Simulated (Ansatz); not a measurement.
Relaxation of CH9FN2Si2 (15 atoms, charge 0, multiplicity 1), to a largest force component of 0.02 eV/Å in at most 50 steps.

All numbers below come from RKS PBE/6-31G* (Ansatz 0.2.0).

```xyz
15
Properties=species:S:1:pos:R:3:forces:R:3
N 1.605 -0.068 0.930 -2.05 4.15 -0.07
C 0.715 -0.554 -0.126 2.59 -0.53 0.82
N 1.640 -0.787 -1.197 1.88 -0.16 0.02
Si -0.529 0.682 -0.644 -2.21 0.43 -0.54
Si -2.293 0.618 0.901 0.19 0.24 0.07
F -1.889 1.356 2.294 0.08 0.11 0.27
H 2.257 -0.728 1.204 1.80 -2.21 0.73
H 2.163 0.734 0.494 -0.74 -1.19 0.70
H 0.265 -1.478 0.229 -0.68 -0.50 0.47
H 1.196 -1.150 -1.985 -1.16 -1.04 -2.37
H 2.302 -1.527 -0.879 -0.18 0.38 -0.32
H -0.032 2.055 -0.827 0.38 0.40 -0.03
H -1.206 0.264 -1.977 0.45 0.08 0.49
H -2.716 -0.770 1.226 0.02 -0.39 0.00
H -3.500 1.303 0.386 -0.35 0.22 -0.26
```

Q: Where does it end, and by what steps?

A: It converged. The force dipped under the threshold on the way, but the program's further checks kept it going. After 15 steps the energy has fallen by 0.670 eV; H14 moved furthest, 0.41 Å.

| step | energy less start (eV) | largest force component (eV/Å) | accepted |
| --- | --- | --- | --- |
| 0 | 0.0000 | 4.153 | yes |
| 1 | -0.6035 | 0.820 | yes |
| 2 | -0.6523 | 0.337 | yes |
| 3 | -0.6629 | 0.162 | yes |
| 4 | -0.6652 | 0.076 | yes |
| 5 | -0.6661 | 0.038 | yes |
| 6 | -0.6670 | 0.020 | yes |
| 7 | -0.6676 | 0.034 | yes |
| 8 | -0.6681 | 0.055 | yes |
| 9 | -0.6686 | 0.058 | yes |
| 10 | -0.6691 | 0.083 | yes |
| 11 | -0.6696 | 0.067 | yes |
| 12 | -0.6698 | 0.035 | yes |
| 13 | -0.6700 | 0.019 | yes |
| 14 | -0.6702 | 0.019 | yes |
| 15 | -0.6703 | 0.018 | yes |

```xyz
15
Properties=species:S:1:pos:R:3
N 1.357 -0.100 1.016
C 0.781 -0.622 -0.223
N 1.770 -0.762 -1.312
Si -0.597 0.634 -0.706
Si -2.232 0.679 0.979
F -1.817 1.673 2.207
H 1.985 -0.793 1.444
H 1.940 0.715 0.786
H 0.277 -1.576 0.057
H 1.297 -1.055 -2.178
H 2.422 -1.527 -1.081
H 0.024 1.990 -0.898
H -1.237 0.240 -2.017
H -2.441 -0.707 1.528
H -3.548 1.161 0.428
```

Time of the run: 39 s on 2 threads of Intel(R) Xeon(R) Platinum 8488C (Sapphire Rapids), with other jobs on the host, peak memory 0.2 GiB.
